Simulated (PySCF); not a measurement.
Spectrum to structure. Theory: TDDFT PBE0/def2-SVPD, vertical, gas phase, core orbitals frozen in the response (PySCF). Geometries: GFN2-xTB, one conformer each.

```csv
state,E (eV),λ (nm),f
S1,6.33,195.9,0.042
S2,6.62,187.3,0.018
S3,6.73,184.3,0.044
S4,7.15,173.4,0.0025
S5,7.24,171.2,0.0075
S6,7.26,170.8,0.228
S7,7.44,166.7,0.040
S8,7.52,164.9,0.0053
```

Triplets computed (Tamm–Dancoff): 4.29, 5.92, 5.97 eV.

Orbital energies (eV): HOMO-3 -9.20, HOMO-2 -8.80, HOMO-1 -8.47, HOMO -8.00, LUMO -0.71, LUMO+1 0.08, LUMO+2 0.57.

Task: Which candidate is it?
A. `C=C[SiH2][C@@H](Cl)CF`
B. `CCCCCCF`
C. `F[SiH2]C#CC[SiH3]`

Result: A. Its S1 lies at 6.33 eV; the nearest of the others has S1 at 5.47 eV. S1 is HOMO→LUMO (72%), HOMO-1→LUMO (21%). Löwdin shares by element: HOMO carbon 47% or more, chlorine 27% (atoms not listed hold the other 26%); LUMO carbon 65% or more, silicon 10%, hydrogen 5% or more (atoms not listed hold the other 20%). At the same level the other candidates give, for their lowest levels:
- `F[SiH2]C#CC[SiH3]`: 5.47 eV (f 0.007); 6.00 eV (f 0.003); 6.29 eV (f 0.024); 6.75 eV (f 0.002); 7.17 eV (f 0.006); T1 4.79 eV; HOMO -7.73, LUMO -0.61 eV
- `CCCCCCF`: 8.38 eV (f 0.000); 8.72 eV (f 0.042); 8.75 eV (f 0.003); 8.93 eV (f 0.006); 8.97 eV (f 0.003); T1 8.27 eV; HOMO -8.72, LUMO 0.79 eV

The values belong to the conformer `[CH2:1]=[CH:2][SiH2:3][C@@H:4]([Cl:5])[CH2:6][F:7]`: C1–C2–Si3–C4 -107°, C2–Si3–C4–Cl5 -63°, Si3–C4–C6–F7 60°.

Without π bonds the low states are Rydberg-like; a valence basis with one diffuse set may place them up to an eV too high.
